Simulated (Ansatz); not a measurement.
Frontier orbitals of `[NH]=[V]([NH2])([NH2])[F]`.

The species carries charge 0 and has multiplicity 1. Correlated methods include outer-core shells of V, which these sets cover unevenly. Scalar relativity is left out up to krypton. The structure was optimised at the PBE0-D4/def2-TZVP level. It is one conformer, not always the lowest. Basis def2-TZVPP, Ansatz 0.2.0.

Orbital energies of one run (eV). Highest occupied ones, from the top: -8.56, -9.67, -9.80, -9.84, -12.58, -12.83, -13.08, -13.22, -13.95, -14.55, -15.33, -15.39, -24.39, -25.62. Empty: -0.59, -0.46, 0.23, 0.62, 0.71, 0.80.

(1) Which functional gave them?
A. ωB97M-V
B. LDA (SPW92)
C. BHLYP
D. r2SCAN

Results:

(1) C. HOMO energies: BHLYP -8.56, r2SCAN -6.24, ωB97M-V -9.58, LDA (SPW92) -6.15 eV.
